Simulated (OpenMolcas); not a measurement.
An atom or ion with 71 electrons was computed by MS-CASPT2, IPEA 0.25 Eh, imaginary shift 0.1 Eh with spin-orbit coupling (OpenMolcas, ANO-RCC-VQZP, DKH2). The lowest levels that the run gave, each within 12 % of the measured value where one is at hand:

```
   J  Parity  E (cm-1)      g
 3/2    even       0.0  0.478
 5/2    even      4990  1.036
 7/2    even      9160  1.200
 9/2    even     12140  1.237
 3/2    even     12330  1.373
 1/2    even     14420  1.899
 7/2    even     19280  0.937
 9/2    even     20410  1.062
 5/2    even     21570  1.557
 3/2    even     23710  1.238
 1/2    even     23790  1.437
11/2    even     27840  1.091
```

**Question.** Which ion is it, and what are the configurations and terms?

**Answer.** Re V (Z = 75, charge +4; active space 3 electrons in 10 orbitals (5d 6d)). J, parity and g give the terms where levels are pure, and mixed ones are named by the computed weights; the size of the splittings, set against known spectra of the 71-electron sequence, gives the charge. In order, with the measured energies in cm-1 (the list in Brasseur, Gamrath and Quinet, At. Data Nucl. Data Tables 157, 101636 (2024)): 5d3 4F 3/2, 5d3 4F 5/2 (4853), 5d3 4F 7/2 (8973), 5d3 4F 9/2 [64 %] (11914), 5d3 4P 3/2 [42 %], 5d3 4P 1/2 [62 %] (14325), 5d3 2G 7/2 (19013), 5d3 2H 9/2 [55 %] (19967), 5d3 4P 5/2 (20922), 5d3 4P 3/2 [46 %], 5d3 2P 1/2 [62 %] (23669), 5d3 2H 11/2 (27077).

CASPT2 does not keep the components of a term degenerate, so their means are used; among the terms shown or strongly mixed into the levels shown the widest spread is 500 cm-1 (5d3 4F). Active for correlation alone: 6d; no level in the range computed is led by a configuration that fills it, so any true level of that kind is missing. Computed and measured levels are paired by configuration, term and J; levels that our copy of the source lacks, or whose pairing is in doubt (as where it misses far off the trend of its configuration), stay unpaired and out of the deviations. Levels of configurations outside the active space are missing.

A share in square brackets marks a mixed level and gives the weight of the term that names it.
